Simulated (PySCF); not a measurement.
Excitations are Tamm–Dancoff values on a coarser integration grid. The basis has no diffuse functions, so Rydberg states are missing or too high.

Cartesian coordinates (Å):
SMILES: OB(O)O
```xyz
7

O      1.5527    -0.1311     0.1225
B      0.2090     0.0849     0.0427
O     -0.2206     1.3554     0.3242
O     -0.6034    -0.9739    -0.3094
H      1.7741    -1.0432    -0.0885
H     -1.1693     1.4858     0.2622
H     -1.5426    -0.7780    -0.3537
```
Charge 0, spin multiplicity 1.

Question: What HOMO, dipole moment, S1 excitation (TDA), T1 excitation (TDA) and LUMO does r2SCAN-D4/def2-TZVP (PySCF) give?

Answer: 
| Item | Value |
|---|---|
| HOMO | -7.82 eV |
| dipole moment | 3.01 D |
| S1 excitation (TDA) | 7.84 eV |
| T1 excitation (TDA) | 7.62 eV |
| LUMO | 0.03 eV |
